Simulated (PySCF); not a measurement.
**Electronic structure of Xe²⁺ (xenon, charge +2) at the r2SCAN0 level**

Configuration: [Kr] 4d10 5s1 5p4 6s1, high-spin 5P determinant (an excited configuration). All numbers are calculated (PySCF 2.14, the non-relativistic Hamiltonian (point nucleus), in dyall-av2z).

| Quantity | Value |
| --- | --- |
| Total energy | -7232.66 hartree |
| One-electron energy | -9880.36 hartree |
| Hartree (Coulomb) energy | 2828.65 hartree |
| Exchange-correlation energy | -180.95 hartree |
| Kinetic energy | 7230.31500 hartree |
| ⟨S²⟩ | 6.0019 |
| ⟨L²⟩ | 2.020 |
| Sum of ⟨r⟩ | 35.27 bohr |
| Sum of ⟨r²⟩ | 58.48 bohr² |
| Traceless quadrupole moment −½Σ⟨3z² − r²⟩ along its main axis | -2.09 e·bohr² |
| Density at the nucleus (Gaussians lack the cusp) | 111000 bohr⁻³ |
| Spin density at the nucleus | 43.5 bohr⁻³ |
| Langevin diamagnetic susceptibility | -46.3 ×10⁻⁶ cm³/mol |
| Time after the integrals | about 26 core-seconds |

```csv
shell,electrons,mean orbital energy (hartree),spread (hartree),"rms radius, mean of both spins (bohr)"
1s α,1,-1216.11463,0,0.0326
1s β,1,-1216.10457,0,0.0326
2s α,1,-186.66169,0,0.131
2s β,1,-186.65719,0,0.131
2p α,3,-175.51821,0.00535,0.114
2p β,3,-175.51144,0.00102,0.114
3s α,1,-39.46907,0,0.341
3s β,1,-39.45992,0,0.341
3p α,3,-34.73192,0.01256,0.334
3p β,3,-34.72268,0.00737,0.334
3d α,5,-25.97425,0.01098,0.305
3d β,5,-25.96721,0.00781,0.305
4s α,1,-8.13432,0,0.792
4s β,1,-8.10787,0,0.792
4p α,3,-6.41749,0.02900,0.828
4p β,3,-6.39466,0.01658,0.828
4d α,5,-3.46086,0.03054,0.934
4d β,5,-3.43539,0.02001,0.934
5s α,1,-1.70360,0,1.92
5p α,3,-1.23723,0.05793,2.18
5p β,1,-1.09765,0,2.18
6s α,1,-0.51323,0,4.44
```

A non-relativistic calculation at this Z misses sizeable relativistic shifts. The outer electron is Rydberg-like, and this basis confines it to a smaller radius and binds it less than a complete one would.
